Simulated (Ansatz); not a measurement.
Start from `C[O][In]([F])[Br]` and change one element to get `COB(F)Br`.

Ansatz, PBE0-D4/def2-TZVP geometries, multiplicity 1. Each molecule was computed in one conformer, which needn't be the lowest.

Elements past krypton have def2 core potentials. Scalar relativity is left out up to krypton. Spin–orbit coupling is left out; it splits and shifts lone-pair levels of the heavy atoms by tenths of an eV.

| property | `C[O][In]([F])[Br]` |
| --- | --- |
| HOMO–LUMO gap (B3LYP/def2-TZVPP) / eV | 5.03 |
| LUMO energy (PBE0/def2-TZVPP) / eV | -2.64 |
| HOMO energy (PBE/def2-TZVPP) / eV | -6.71 |
| size of the dipole moment (ωB97M-V/def2-TZVPP) / D | 1.15 |
| HOMO energy (PBE0/def2-TZVPP) / eV | -8.22 |
| HOMO–LUMO gap (PBE0/def2-TZVPP) / eV | 5.58 |

(1) What does the change do to each property? (Estimate.)

## Answers

(1) The calculation gave: 
```csv
property,`COB(F)Br`,shift
HOMO–LUMO gap (B3LYP/def2-TZVPP) / eV,8.50,3.47
LUMO energy (PBE0/def2-TZVPP) / eV,0.36,3.00
HOMO energy (PBE/def2-TZVPP) / eV,-7.30,-0.59
size of the dipole moment (ωB97M-V/def2-TZVPP) / D,2.42,1.27
HOMO energy (PBE0/def2-TZVPP) / eV,-8.67,-0.45
HOMO–LUMO gap (PBE0/def2-TZVPP) / eV,9.03,3.45
```

With PBE0 the HOMO falls by 0.45 eV and the LUMO rises by 3.00 eV, so the gap widens by about 3.45 eV. PBE moves the HOMO by -0.59 eV and ωB97M-V by -0.32 eV. Dipoles are sizes alone; their direction can turn.

Positive LUMOs are unbound, so they and the gaps depend on the basis.

B3LYP here is the variant with VWN-RPA as its local correlation; programs differ in this.
